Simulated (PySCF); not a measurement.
C$_{2}$H$_{6}$Cl$_{2}$GeO, singlet, at a GFN2-xTB geometry, atoms displaced at random by about 0.08 Å a coordinate.

Input for PySCF:
```python
from pyscf import gto, scf, dft

mol = gto.Mole()
mol.atom = '''
    Ge    0.40245856    0.16347277    0.50678408
    Cl    1.87374986   -1.23974259   -0.01536182
    Cl    0.74461209    1.87318294   -0.64078848
    O    -1.17384238   -0.47360745    0.25654069
    C    -1.89601173   -0.88399228   -0.91444217
    C    -3.35260521   -0.76924958   -0.71773444
    H     0.34781846    0.44915096    2.04049769
    H    -1.54154562    0.07674782   -1.50652517
    H    -1.54612760   -1.92579482   -1.14848431
    H    -3.65287369    0.19436348   -0.31901193
    H    -3.82777729   -1.04460717   -1.34929742
    H    -3.55692060   -1.44630422    0.03862379
'''
mol.basis = 'sto-3g'
mol.verbose = 4
mol.build()

mf = dft.RKS(mol)
mf.xc = 'pbe0'
mf.kernel()
g = mf.nuc_grad_method()
grad = g.kernel()
```

Problem. What does this run give for the HOMO energy, nuclear repulsion energy, dipole moment, HOMO-LUMO gap, Mulliken (on the basis functions themselves) charges in atom order, number of basis functions?

Solution. 
```json
{
 "HOMO energy": "-4.96 eV",
 "nuclear_repulsion_energy": "692.4746 Eh",
 "dipole_moment": "2.79 D",
 "HOMO-LUMO gap": "7.85 eV",
 "Mulliken (on the basis functions themselves) charges in atom order": "Ge1 0.84, Cl2 -0.32, Cl3 -0.31, O4 -0.35, C5 0.00, C6 -0.37, H7 -0.04, H8 0.08, H9 0.09, H10 0.11, H11 0.15, H12 0.12",
 "number_of_basis_functions": "57"
}
```
